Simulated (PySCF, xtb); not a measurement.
BHN, SMILES [B]=N, multiplicity 2.

Harmonic wavenumbers (cm⁻¹) from GFN2-xTB (xtb) at its own minimum, in rising order: 472, 472, 2058, 3649.

Task: What does PBE0-D3(BJ)/def2-TZVPD (PySCF) give at its own minimum? (Estimate from the structure and the level; the computed values follow.)

Result: 476, 476, 1927, 3876. Paired by order, the mean absolute difference is 92 cm⁻¹ and the zero-point energies are 9.5 and 9.7 kcal/mol.
